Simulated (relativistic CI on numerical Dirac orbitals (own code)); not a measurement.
**Inner-shell lines of Rb XIX**

Method of calculation: Dirac-Coulomb-Breit CI, orbitals from a KLI potential per configuration, model QED (radiative potential, 1s self-energy scaled to tabulated hydrogen-like ionisation energies), unscaled Slater integrals (own radial code, finite nucleus).

CI space (outside the closed core 2s2 2p6 3s2 3p6): 1s2 3d, 1s 3d 4p. Levels of other configurations are missing.

The table holds the strongest lines. The upper levels have an inner-shell vacancy. Auger decay, open to those above the ionisation limit, is not computed, and radiative decays to configurations outside the model are missing too. Absolute energies can be off by a few tenths of a per cent, so close lines can change order. LS names give the leading component, which can be well under half, for lower levels too. Brackets number the levels in order of energy.

| E (eV) | Upper | Lower | A (s⁻¹) | gA (s⁻¹) |
| --- | --- | --- | --- | --- |
| 15487.4 | 1s 3d 4p 2D°_5/2 [3] | 1s2 3d 2D_5/2 [2] | 2.26e+11 | 1.36e+12 |
| 15487.6 | 1s 3d 4p 4F°_3/2 [4] | 1s2 3d 2D_5/2 [2] | 9.05e+09 | 3.62e+10 |
| 15488.4 | 1s 3d 4p 4D°_3/2 [6] | 1s2 3d 2D_5/2 [2] | 3.40e+11 | 1.36e+12 |
| 15489.7 | 1s 3d 4p 2D°_5/2 [3] | 1s2 3d 2D_3/2 [1] | 1.99e+13 | 1.20e+14 |
| 15489.8 | 1s 3d 4p 4F°_3/2 [4] | 1s2 3d 2D_3/2 [1] | 5.18e+12 | 2.07e+13 |
| 15490.3 | 1s 3d 4p 4D°_5/2 [7] | 1s2 3d 2D_5/2 [2] | 8.53e+12 | 5.12e+13 |
| 15490.4 | 1s 3d 4p 2D°_3/2 [8] | 1s2 3d 2D_5/2 [2] | 1.16e+13 | 4.64e+13 |
| 15490.5 | 1s 3d 4p 4D°_1/2 [5] | 1s2 3d 2D_3/2 [1] | 7.86e+12 | 1.57e+13 |
| 15490.6 | 1s 3d 4p 4F°_7/2 [9] | 1s2 3d 2D_5/2 [2] | 1.44e+13 | 1.15e+14 |
| 15490.7 | 1s 3d 4p 4D°_3/2 [6] | 1s2 3d 2D_3/2 [1] | 2.48e+13 | 9.93e+13 |
| 15490.9 | 1s 3d 4p 4F°_5/2 [10] | 1s2 3d 2D_5/2 [2] | 7.94e+12 | 4.76e+13 |
| 15491.4 | 1s 3d 4p 2F°_5/2 [11] | 1s2 3d 2D_5/2 [2] | 2.35e+13 | 1.41e+14 |
| 15491.9 | 1s 3d 4p 2D°_3/2 [12] | 1s2 3d 2D_5/2 [2] | 1.24e+12 | 4.95e+12 |
| 15492.1 | 1s 3d 4p 4D°_7/2 [13] | 1s2 3d 2D_5/2 [2] | 2.10e+11 | 1.68e+12 |
| 15492.6 | 1s 3d 4p 4D°_5/2 [7] | 1s2 3d 2D_3/2 [1] | 9.57e+11 | 5.74e+12 |
| 15492.7 | 1s 3d 4p 2D°_3/2 [8] | 1s2 3d 2D_3/2 [1] | 1.91e+12 | 7.63e+12 |
| 15493.1 | 1s 3d 4p 4P°_3/2 [14] | 1s2 3d 2D_5/2 [2] | 3.83e+10 | 1.53e+11 |
| 15493.4 | 1s 3d 4p 2D°_5/2 [16] | 1s2 3d 2D_5/2 [2] | 1.46e+13 | 8.78e+13 |
| 15493.7 | 1s 3d 4p 2F°_5/2 [11] | 1s2 3d 2D_3/2 [1] | 1.08e+13 | 6.46e+13 |
| 15494.1 | 1s 3d 4p 2D°_3/2 [12] | 1s2 3d 2D_3/2 [1] | 4.61e+13 | 1.84e+14 |
| 15494.9 | 1s 3d 4p 4P°_5/2 [19] | 1s2 3d 2D_5/2 [2] | 9.19e+12 | 5.51e+13 |
| 15495.0 | 1s 3d 4p 2F°_7/2 [20] | 1s2 3d 2D_5/2 [2] | 7.83e+12 | 6.27e+13 |
| 15495.3 | 1s 3d 4p 4P°_3/2 [14] | 1s2 3d 2D_3/2 [1] | 1.85e+13 | 7.38e+13 |
| 15495.5 | 1s 3d 4p 2P°_3/2 [21] | 1s2 3d 2D_5/2 [2] | 2.62e+13 | 1.05e+14 |
| 15495.5 | 1s 3d 4p 4P°_1/2 [15] | 1s2 3d 2D_3/2 [1] | 1.60e+12 | 3.19e+12 |
| 15495.6 | 1s 3d 4p 2D°_5/2 [16] | 1s2 3d 2D_3/2 [1] | 5.21e+13 | 3.13e+14 |
| 15496.0 | 1s 3d 4p 2F°_7/2 [22] | 1s2 3d 2D_5/2 [2] | 7.77e+13 | 6.21e+14 |
| 15496.1 | 1s 3d 4p 2F°_5/2 [23] | 1s2 3d 2D_5/2 [2] | 3.61e+13 | 2.17e+14 |
| 15496.7 | 1s 3d 4p 2P°_1/2 [18] | 1s2 3d 2D_3/2 [1] | 8.80e+13 | 1.76e+14 |
| 15497.2 | 1s 3d 4p 4P°_5/2 [19] | 1s2 3d 2D_3/2 [1] | 3.05e+12 | 1.83e+13 |
| 15497.8 | 1s 3d 4p 2P°_3/2 [21] | 1s2 3d 2D_3/2 [1] | 2.61e+12 | 1.05e+13 |
| 15497.9 | 1s 3d 4p 2P°_3/2 [25] | 1s2 3d 2D_5/2 [2] | 6.07e+13 | 2.43e+14 |
| 15498.3 | 1s 3d 4p 2F°_5/2 [23] | 1s2 3d 2D_3/2 [1] | 1.33e+13 | 7.99e+13 |
| 15499.6 | 1s 3d 4p 2P°_1/2 [24] | 1s2 3d 2D_3/2 [1] | 2.75e+12 | 5.49e+12 |
| 15500.2 | 1s 3d 4p 2P°_3/2 [25] | 1s2 3d 2D_3/2 [1] | 1.04e+12 | 4.17e+12 |
